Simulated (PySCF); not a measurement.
B(Cl)(F)(OAc) (C₂H₃BClFO₂), SMILES CC(=O)OB(F)Cl.

Geometry: TPSSh-D3(BJ)/def2-SVP. This is a generated structure with no PubChem entry under its InChIKey; it may be hypothetical. The values are those of a single conformer.

Two levels are set side by side: PBE/def2-TZVP (PySCF) and PBE0/def2-TZVP (PySCF). Same geometry, gas phase. Differences are taken from unrounded values.

```json
[
 {"quantity": "orbital gap (eV)", "PBE0": "7.78"},
 {"quantity": "highest occupied level (eV)", "PBE0": "-8.71"},
 {"quantity": "lowest empty level (eV)", "PBE0": "-0.93"},
 {"quantity": "dipole moment (D)", "PBE0": "2.85"},
 {"quantity": "mean polarisability (bohr³)", "PBE0": "53.7"}
]
```

What does PBE give, and how far is it from PBE0? (The exact figures need the calculation; the answer reports its results.)


| quantity | PBE | PBE minus PBE0 |
|---|---|---|
| orbital gap (eV) | 4.96 | -2.81 |
| highest occupied level (eV) | -7.01 | 1.70 |
| lowest empty level (eV) | -2.04 | -1.11 |
| dipole moment (D) | 2.73 | -0.11 |
| mean polarisability (bohr³) | 56.3 | 2.7 |

Without exact exchange PBE keeps part of each electron's self-repulsion, which lifts occupied levels and narrows the gap. PBE's more diffuse valence density responds more strongly to a field. Differences between two approximate levels are no errors against the true value.

Rough cost on one machine, each run with all the roots and properties that it gave: PBE0 against PBE within a factor of 2.
